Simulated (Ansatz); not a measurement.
Consider the substitution at a C–O bond: `CC(O)=S` + H₂Se → `CC(=S)[SeH]` + H₂O.

Gas-phase electronic energies from Ansatz, PBE0-D4/def2-TZVP geometries. CBS: MP2 limit from def2 TZ/QZ plus the TZ coupled-cluster correction, frozen cores. This one scheme is used for every species. DFT in def2-TZVPP. For Se outer-core shells are correlated without core-valence functions, which leaves a few kJ/mol of doubt a bond. Scalar relativity is left out up to krypton. Each species was taken in one conformer, which may not be the lowest.

| level | ΔE (eV) |
| --- | --- |
| ωB97X-V | 0.34 |
| r2SCAN | 0.27 |
| MP2/def2-QZVPP | 0.01 |
| CCSD/CBS(def2) | 0.15 |

Problem. What does CCSD(T)/CBS give? (Estimate.)

Solution. The calculation gave: +0.11 eV. The listed levels differ from it by 0.23, 0.16, -0.10, 0.04 eV.

Largest T1 diagnostic among the species: 0.017.

In def2-TZVPP, CCSD(T) changes the Hartree–Fock value by −0.31 eV (the triples alone add −0.04 eV) and MP2 by −0.44 eV. The D4 term adds −0.09 eV with B3LYP and −0.05 eV with PBE0; it sums over pairs of atoms, weighted by their polarisabilities, and B3LYP, whose exchange is more repulsive, gets the larger term. From PBE to PBE0 (25 % exact exchange), in def2-TZVPP and without D4, ΔE moves by +0.04 eV.

B3LYP here is the variant with VWN-RPA as its local correlation; programs differ in this.
